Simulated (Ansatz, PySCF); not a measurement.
Input for Ansatz (an electronic-structure program):
Ansatz 0.2 input:
```yaml
crystal:
  periodic: [false, false, false]
  atoms:
    - {symbol: S, position_ang: [-0.00757534, 0.10361495, -0.00257768]}
    - {symbol: H, position_ang: [-0.92914297, -0.90072190, 0.04307107]}
    - {symbol: H, position_ang: [1.05034843, -0.75711727, -0.00182812]}
basis:
  gaussian:
    orbitals: def2-TZVP
hamiltonian:
  xc: b3lyp
total_charge: 1
magnetization: {spin_polarized: true, initial_magnetization: 1}
accuracy: high
```

**Question.** Give the equivalent PySCF input.

**Answer.** Several could match; the one computed here: 
```python
from pyscf import gto, scf, dft

mol = gto.M(
    atom='''
S    -0.00757534    0.10361495   -0.00257768
H    -0.92914297   -0.90072190    0.04307107
H     1.05034843   -0.75711727   -0.00182812
''',
    basis='def2-tzvp',
    charge=1,
    spin=1,
    verbose=4,
)

mf = dft.UKS(mol)
mf.xc = 'b3lyp'
mf.grids.atom_grid = (99, 590)
mf.grids.prune = None
mf.kernel()
```

Both were run: Ansatz gave -399.043297 Eh and PySCF -399.043297 Eh, 0.000 mEh apart.
